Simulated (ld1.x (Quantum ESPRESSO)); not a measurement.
## What one change does to a pseudopotential (B (Z = 5), TM)

boron, norm-conserving Troullier–Martins (Kleinman–Bylander form), made with ld1.x (Quantum ESPRESSO) 7.5 (PBE, scalar-relativistic). Core [He], reference 2s2 2p1. Waves: 2s (bound): rc 1.10 bohr; 2p (bound): rc 3.35 bohr. Local part: all-electron potential smoothed inside 2.15 bohr (lloc = -2). Core correction: none.

All-electron outer shells of the reference configuration (PBE, scalar-relativistic, ld1.x):

| shell | level (eV) | outermost node (bohr) | outermost maximum (bohr) |
| --- | --- | --- | --- |
| 1s | -180.59 | – | 0.21 |
| 2s | -9.44 | 0.46 | 1.52 |
| 2p | -3.61 | – | 1.57 |

Change: local potential the s channel.

Cutoffs: the cutoffs (Ry, on a coarse ladder) from which the occupation-weighted sum of valence levels, in a spherical-Bessel basis at the reference potential, stays within 10 and 1 mRy of its value at 400 Ry; they do not see the model core or the augmentation charge, which bear on the density cutoff. Errors are all-electron minus pseudo energies relative to the spin-unpolarised reference configuration.

**Question.** Predict the effect on cutoff, ghosts and configuration errors.

**Answer.** The potential gets softer (25 Ry and 70 Ry → 21 Ry and 70 Ry); the bound ghost in s disappears; of the 7 tests that both files solve, the error grows in 4 and shrinks in 1 by more than 15 % and 0.3 meV (median size 78.3 → 65.5 meV). In the separable form a ghost depends on how the local part lies against the semilocal potential of the channel, so the choice of the local part can create or remove one.

| quantity | base | changed |
| --- | --- | --- |
| cutoff, loose | 25 Ry | 21 Ry |
| cutoff, tight | 70 Ry | 70 Ry |
| bound ghosts | s | none |
| error for 2s2 2p0, meV [ΔE 8.22 eV] | +78 | +128 |
| error for 2s1 2p0, meV [ΔE 33.64 eV] | +245 | +390 |
| error for 2s2 2p0.5, meV [ΔE 2.89 eV] | +9.5 | +18 |
| error for 2s2 2p1.3, meV [ΔE -0.74 eV] | +0.4 | +1.7 |
| error for 2s1 2p2, meV [ΔE 5.85 eV] | -20 | -20 |
| error for 2s1 2p1, meV [ΔE 14.36 eV] | -90 | -66 |
| error for 2s0 2p3, meV [ΔE 11.72 eV] | -80 | -79 |
| s: phases at 3.66 bohr within 0.05 rad from the reference energy up to (Ry; the scan ends near 5) | n/a | 3.6 |
| p: phases at 3.66 bohr within 0.05 rad from the reference energy up to (Ry; the scan ends near 5) | 0.5 | 0.5 |

 A true bound ghost makes a file unfit for plane-wave use even where its test errors are small: the radial tests pick states by their node count and pass the ghost by.
